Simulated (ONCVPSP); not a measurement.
# Configuration tests for Sn (Z = 50) (ONCV)

* Element: tin (Sn)
* Generator: ONCVPSP 4.0.1
* Type: optimised norm-conserving Vanderbilt (ONCV)
* Functional: LDA (Perdew-Wang 92)
* Relativity: scalar-relativistic
* Frozen core: [Ar] 3d10
* Valence charge: 22
* Reference configuration: 4s2 4p6 4d10 5s2 5p2
* Partial waves: 4s+5s: rc 1.55 bohr, ncon 4, nbas 7, qcut 8.8 1/bohr, 2 projectors; 4p+5p: rc 1.35 bohr, ncon 4, nbas 9, qcut 17.3 1/bohr, 2 projectors; 4d: rc 1.45 bohr, ncon 4, nbas 9, qcut 14.4 1/bohr, 2 projectors, debl 2.2 Ha
* Local potential: polynomial inside 0.90 bohr (lpopt 5, dvloc0 0 Ha)
* Core correction: none

Energies are relative to the spin-unpolarised reference configuration 4s2 4p6 4d10 5s2 5p2; without spin polarisation the order of configurations can differ from experiment.

**Question.** Give the all-electron excitation energy and the error of the potential for: 4s2 4p6 4d10 5s2 5p1; 4s2 4p6 4d10 5s2 5p0; 4s2 4p6 4d10 5s1 5p0; 4s2 4p5 4d10 5s2 5p2.

**Answer.**

| valence configuration | charge | ΔE all-electron (eV) | error AE − PS (meV) |
| --- | --- | --- | --- |
| 4s2 4p6 4d10 5s2 5p1 | +1 | 7.092 | -1.3 |
| 4s2 4p6 4d10 5s2 5p0 | +2 | 21.350 | -4.2 |
| 4s2 4p6 4d10 5s1 5p0 | +3 | 52.797 | -13 |
| 4s2 4p5 4d10 5s2 5p2 | +1 | 97.399 | -294 |

Levels in the configuration 4s2 4p6 4d10 5s2 5p0:

```tsv
level	all-electron (eV)	pseudo (eV)
4s	-151.248	-151.249
4p	-107.146	-107.146
4d	-43.392	-43.391
5s	-26.530	-26.530
```

Note: ghosts flagged at negative energy: p at -153.1 eV; GHOST(+) flagged for s at 149.6 eV. A true bound ghost makes a file unfit for plane-wave use.
